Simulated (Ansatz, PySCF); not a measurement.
Bi(Cl)2(Me) (CH3BiCl2), SMILES [CH3][Bi]([Cl])[Cl]. Atoms are numbered in the order given.

```xyz
7

Bi    -0.3422     0.2918     0.0000
Cl     0.3859    -1.1210     1.9231
Cl     0.3859    -1.1210    -1.9231
C      1.5985     1.4869     0.0000
H      1.6378     2.1088    -0.9057
H      1.6378     2.1088     0.9057
H      2.4177     0.7564     0.0000
```
Charge 0, spin multiplicity 1.

Coordinates come from a B3LYP-D3(BJ)/def2-SVP optimisation. The structure was generated by enumeration; whether it is a known compound was not checked. The def2 effective core potentials stand for the cores of Bi; spin–orbit coupling is left out.

Vertical ionisation energy (IE) and electron affinity (EA) in eV. Rows of orbital energies are one-electron estimates. Where ΔSCF, EOM or ADC give a negative EA the extra electron is unbound and the value depends on the basis.

| level | IE | EA |
|---|---|---|
| −ε(HOMO), −ε(LUMO), r2SCAN/def2-TZVP (PySCF) | 6.91 | 2.71 |
| −ε(HOMO), −ε(LUMO), PBE/def2-TZVP (PySCF) | 6.62 | 2.87 |
| ΔSCF, CAM-B3LYP/def2-SVPD (Ansatz), final states of multiplicity 2 and 2 | 9.92 | 0.79 |
| ΔSCF, PBE/def2-SVPD (Ansatz), final states of multiplicity 2 and 2 | (withheld) | (withheld) |

Q: What belongs in the gaps? (The exact figures need the calculation; the answer reports its results.)

A: 
- ΔSCF, PBE/def2-SVPD (Ansatz, a program for electronic structure), final states of multiplicity 2 and 2, IE: 9.40
- ΔSCF, PBE/def2-SVPD (Ansatz), final states of multiplicity 2 and 2, EA: 0.70

Q: What vertical singlet–triplet gap does ΔSCF give with CAM-B3LYP/def2-SVPD (Ansatz) and with PBE/def2-SVPD (Ansatz)? (An estimate is asked for; the answer gives what the named calculation found.)

A: 3.93 and 3.61 eV (triplet above singlet where positive).
